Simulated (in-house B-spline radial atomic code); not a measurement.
Configurations of La⁸⁺, with energies counted from [Kr] 4d10 5s2 (5p1/2)1. Computed with an all-electron radial atomic-structure program (B-spline basis): Dirac-Hartree-Fock, average of each configuration as written, Fermi nucleus of rms radius 4.855 fm. Energies include first-order Breit, QED and recoil terms.

Occupations are held fixed; configurations that lie above the ionisation limit could autoionise.

| configuration | E - E(ref) (eV) | highest orbital | its <r> (bohr) |
| --- | --- | --- | --- |
| [Kr] 4d10 5s2 (6f5/2)1 | 80.901 | 6f5/2 | 4.107 |
| [Kr] 4d10 5s2 (7g9/2)1 | 96.511 | 7g9/2 | 6.864 |
| [Kr] (4d3/2)3 (4d5/2)6 5s2 (5p1/2)1 (7d5/2)1 | 185.63 | 7d5/2 | 4.989 |
| [Ar] 3d10 4s2 (4p1/2)1 (4p3/2)4 4d10 5s2 (5p3/2)1 (5g9/2)1 | 298.67 | 5g9/2 | 2.902 |

**Question.** Order these further configurations by energy, lowest first.
A. [Ar] (3d3/2)4 (3d5/2)5 4s2 4p6 4d10 5s2 (5p1/2)1 (8g9/2)1
B. [Ar] (3d3/2)3 (3d5/2)6 4s2 4p6 4d10 5s2 (5p3/2)1 9s1
C. [Ar] (3d3/2)4 (3d5/2)5 4s2 4p6 4d10 5s2 (5p1/2)1 (6p3/2)1
D. [Ar] (3d3/2)4 (3d5/2)5 4s2 4p6 4d10 5s2 (5p1/2)1 6s1
E. [Kr] (4d3/2)4 (4d5/2)5 5s2 (5p1/2)1 (9g7/2)1

**Answer.** E (203.47 eV), D (882.43 eV), C (891.41 eV), A (938.29 eV), B (953.61 eV).
